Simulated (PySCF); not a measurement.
Vertical excitations of a molecule C2H8O2Si from TDA-PBE/def2-SVPD (PySCF 2.14.0), as energy in eV (oscillator strength): 6.16 (0.044), 6.65 (0.037), 7.16 (0.004), 7.27 (0.021), 7.38 (0.029), 7.53 (0.032), 7.72 (0.017), 7.81 (0.019), 7.88 (0.012), 8.16 (0.007). Lowest triplet (TDA): 6.00 eV. Geometry optimised at B3LYP-D3(BJ)/def2-SVP. Other conformers were not sampled.

Problem. Which structure fits?
(A) C[Si](C)(O)O
(B) CO[SiH2]CO
(C) OCC[SiH2]O
(D) COCO[SiH3]

Solution. A, C[Si](C)(O)O
